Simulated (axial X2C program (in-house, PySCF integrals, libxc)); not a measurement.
# What spin–orbit coupling does to WC⁺

Computed with an in-house all-electron X2C program for linear molecules (integrals from PySCF). Spin-free means the one-electron spin-free X2C Hamiltonian; two-component (2c) means X2C with spin–orbit coupling and atomic mean-field two-electron Coulomb and Gaunt terms, so the difference of the two also holds small scalar two-electron terms. Basis: W dyall-cv3z [13s14p9d7f4g], C dyall-v3z [7s6p2d1f] (cores contracted in-house); Gaussian nuclei, density fitting, unrestricted open shells. Masses: W 183.951 u, C 12.000 u.

Spin-free state: M_S = 1/2, Λ = 2 (beyond evenly filled blocks: δ+α); fragments W+ + C.

```tsv
level	Re (Å)	ωe (cm⁻¹)	De (eV)	μ (D)
HF	1.873	693.4	1.405	-2.64
```

Dipoles are positive if C is the positive end and refer to the centre of mass.

Within this multiplet, which Ω should lie lowest by the rule for regular and inverted multiplets?

The open δ shell holds one electron, so the multiplet is regular: Ω = Λ − 1/2 = 3/2. The PBE0 2c search agrees.

Two-component determinant lowest at the distance of the search:

Ω = 3/2 (⟨Sz⟩ = -0.49, ⟨Lz⟩ = 1.99 at HF); fragments W+ + C.

```tsv
level	Re (Å)	ωe (cm⁻¹)	μ (D)
HF	1.877	690.5	-2.63
```

From the two tables, how do the constants change at the HF level (2c against spin-free)?

At the HF level Re rises by 0.004 Å and ωe falls by 2.9 cm⁻¹.

One determinant describes the state; a PBE0 search over occupations chose it and may have missed a lower one. Dissociation energies refer to the lowest single-determinant-based atoms at the same level and basis. De is not given where an atomic determinant may have missed its ground term or J level, or where the truncated virtual space spoils (T). Other states lie close and PBE0, whose exact exchange favours high spin, may order them wrongly; the determinant shown need not be the ground state. The nearest other spin-free determinant of the search, M_S = 3/2, Λ = 2, lies 0.33 eV up at the distance of the search. The determinant is spin-polarised beyond a pure state at some levels (its spin-free form has ⟨S²⟩ too high), which makes Re and μ there less reliable.
